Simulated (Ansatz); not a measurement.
`C=C=C=[N][AlH2]` + H₂S → `[AlH2][SH]` + `C=C=C=N` at 298.15 K and 1 bar (ligand exchange at the Al–N bond).

Calculated with Ansatz (gas phase, PBE0-D4/def2-TZVP geometries, no zero-point term in ΔE). CCSD(T)/CBS is the MP2 limit (def2-TZVPP, def2-QZVPP) plus CCSD(T) − MP2 in def2-TZVPP, frozen cores. This one scheme is used for every species. Each species was taken in one conformer, which may not be the lowest.

| species | CCSD(T)/CBS energy (Eh) | H − E (kJ/mol) | S (J/(mol·K)) |
| --- | --- | --- | --- |
| `C=C=C=[N][AlH2]` | -413.19818 | 160.1 | 337.6 |
| H₂S | -398.97279 | 49.9 | 205.7 |
| `[AlH2][SH]` | -641.61836 | 72.6 | 268.0 |
| `C=C=C=N` | -170.55528 | 143.6 | 276.5 |

H − E and S are ideal-gas, rigid-rotor, harmonic terms from PBE0-D4/def2-TZVP, for one conformer and one mirror image of each species. 1 Eh = 2625.50 kJ/mol, R = 8.31446 J/(mol·K).

Question: By hand: ΔE, ΔH, ΔS and ΔG.

Answer: ΔE = (-641.61836) + (-170.55528) − (-413.19818) − (-398.97279) = -0.00267 Eh = -7.0 kJ/mol. Δ(H − E) = 72.6 + 143.6 − 160.1 − 49.9 = 6.2, so ΔH = -0.8 kJ/mol. ΔS = 268.0 + 276.5 − 337.6 − 205.7 = 1.2 J/(mol·K). ΔG = -0.8 − 298.15 × (1.2)/1000 = -1.2 kJ/mol.

Question: By hand: the equilibrium constant, and the temperature at which ΔG would vanish if ΔH and ΔS stayed fixed.

Answer: log₁₀ K = −ΔG/(RT ln 10) = 0.2. ΔH and −TΔS have one sign here, so there is no such temperature. One of them is within its doubt of zero, so this could turn.

TΔS isn't small against ΔH here. The sign of ΔG lies within the doubt. A doubt of 5 kJ/mol in ΔE shifts log₁₀ K by 0.9 here. Other conformers and mirror images would add mixing entropy, several J/(mol·K) or more a flexible species. Modes under 60 cm⁻¹, often nearly free rotors, make the harmonic entropy too high. These are equilibria of isolated gas molecules and say nothing of rates. Largest T1 diagnostic: 0.016 (customary marks: 0.02 for closed shells, 0.045 for open ones).
